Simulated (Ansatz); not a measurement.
Program: Ansatz. Geometries: PBE0-D4/def2-TZVP. ΔE: electronic, gas phase. CBS: MP2 limit from def2 TZ/QZ plus the TZ coupled-cluster correction, frozen cores. This one scheme is used for every species. DFT in def2-TZVPP. B3LYP here is the variant with VWN-RPA as its local correlation; programs differ in this.

Reaction (hydrogenolysis of the Si–F bond): `[CH3][Al]1[CH2][SiH]1F` + H₂ → `[CH3][Al]1[CH2][SiH2]1` + H–F

`[CH3][Al]1[CH2][SiH]1F`:

Z-matrix (Å, degrees):
```
C
Al 1 1.945
H 1 1.092 2 112.6
H 1 1.094 2 110.3 3 121.1
H 1 1.095 2 110.1 3 -120.9
C 2 1.974 1 138.6 3 166.1
Si 2 2.323 1 170.3 3 0.3
H 6 1.110 2 92.5 1 -67.3
H 6 1.089 2 140.7 1 56.1
F 7 1.609 2 136.0 1 69.2
H 7 1.488 2 116.2 1 -94.9
```

H₂:

Z-matrix (Å, degrees):
```
H
H 1 0.746
```

`[CH3][Al]1[CH2][SiH2]1`:

```xyz
11

C    -2.033   -0.974    0.691
Al   -0.275   -0.278    0.233
C     0.621    0.975   -0.963
Si    2.000    0.218    0.149
H    -2.646   -0.180    1.129
H    -2.549   -1.319   -0.210
H    -1.985   -1.801    1.401
H     0.656    0.525   -1.965
H     0.536    2.056   -1.067
H     3.155   -0.432   -0.532
H     2.520    1.209    1.135
```

H–F:

Cartesian coordinates in Å:
```
F 0.378 0.216 0.150
H -0.378 -0.216 -0.150
```

| level | ΔE (kJ/mol) | difference from CCSD(T)/CBS |
| --- | --- | --- |
| PBE-D4 | 105.6 | -2.0 |
| B3LYP-D4 | 112.2 | 4.6 |
| B2PLYP | 111.9 | 4.3 |
| PBE | 104.6 | -3.0 |
| r2SCAN | 115.6 | 8.0 |
| HF/def2-TZVPP | 104.6 | -3.0 |
| MP2/def2-TZVPP | 110.1 | 2.5 |
| CCSD(T)/def2-TZVPP | 104.8 | -2.8 |
| HF/CBS(def2) | 107.1 | -0.5 |
| MP2/CBS(def2) | 112.9 | 5.3 |
| CCSD(T)/CBS | 107.6 | 0 |

Largest T1 diagnostic among the species: 0.012.

From PBE to PBE0 (25 % exact exchange), in def2-TZVPP and without D4, ΔE moves by −4.1 kJ/mol.
